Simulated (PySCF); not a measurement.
## A single-point calculation

[La(P5)]2+ (singlet). PySCF 2.14.0, RKS PBE0, La lcecp-1-SVP with ECP46, P def2-SVP; non-relativistic Hamiltonian with scalar-relativistic core potentials where named; density fitting; no spin-orbit coupling. Purpose: finer grid at the relaxed geometry.

```python
mol = gto.M(atom='''
La    -0.00000     0.00000    -1.33308
P      1.82274     0.00002     1.14837
P      0.56324     1.73354     1.14837
P     -1.47464     1.07136     1.14837
P     -1.47462    -1.07140     1.14837
P      0.56328    -1.73352     1.14837''',
    basis={'La': 'lcecp-1-SVP', 'P': 'def2-SVP'},
    ecp={'La': 'lcecp-1-SVP'},
    charge=2, spin=0)
mf = dft.RKS(mol, xc='PBE0')
mf.grids.atom_grid = (75, 302)  # f atoms: unpruned, at least (60, 302)
mf = mf.density_fit()  # fitting sets: La AutoAux, P def2-universal-JKFIT
mf.conv_tol = 1e-09; mf.max_cycle = 55
mf.kernel(dm0)  # dm0: converged density of the relaxed state
mf.nuc_grad_method().kernel()
```

Run from Python with OMP_NUM_THREADS=2; the lines above give its settings. Where DIIS fails, smearing, a level shift and second-order steps follow.
It took 20 s on 2 threads of Intel(R) Xeon(R) 6975P-C (Granite Rapids) (shared host), with gradient, populations and further properties, from an already converged density.

(1) Where do the frontier levels lie, over both spins?

(2) What are the Mulliken charges and spins?

(3) What forces act on the atoms (eV/Å)?

Results:

(1) HOMO -15.63 eV, LUMO -12.91 eV. The large-core potential holds the 4f shell empty.

(2) 
```csv
atom,charge (e),spin (e)
La1,1.452,0.000
P2,0.110,0.000
P3,0.110,0.000
P4,0.110,0.000
P5,0.110,0.000
P6,0.110,0.000
```

(3) 
```
La  0.00 0.00 0.00
P   0.00 0.00 0.00
P   0.00 0.00 0.00
P   0.00 0.00 0.00
P   0.00 0.00 0.00
P   0.00 0.00 0.00
```
Forces carry noise of the integration grid, about 0.01 to 0.03 eV/Å.
